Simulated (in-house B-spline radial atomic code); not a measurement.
The calcium ion Ca³⁺ is squeezed into an impenetrable sphere of radius R (the orbitals vanish at R). Computed with an all-electron radial atomic-structure program (B-spline basis): scalar-relativistic (X2C) Hartree-Fock, spin-polarised, averaged over the determinants with the given up and down occupations, Fermi nucleus of rms radius 3.4776 fm.

Energies in eV above the free ion in [Ne] 3s2 3p5:

```csv
R (bohr),highest level (eV),[Ne] 3s2 3p5,[Ne] 3s2 3p4 3d1,[Ne] 3s1 3p5 3d1
7.26,-66.7,0,25.88,48.2
6.86,-66.7,0,25.88,48.2
4.77,-66.7,0.004659,25.91,48.23
4.55,-66.7,0.01048,25.93,48.25
3.55,-66.5,0.3699,26.58,48.94
3.15,-65.9,1.441,28.02,50.5
2.47,-61.4,13.28,41.2,64.52
2.24,-57.1,27.51,56.07,80.1
1.99,-48.7,60.3,89.39,114.6
1.51,-4.08,275.3,300.5,328.8
```

Question: Does [Ne] 3s2 3p4 3d1 fall below [Ne] 3s2 3p5 under compression?

Answer: No, it stays above over the whole range.

Question: Does [Ne] 3s1 3p5 3d1 fall below [Ne] 3s2 3p5 under compression?

Answer: No, it stays above over the whole range.
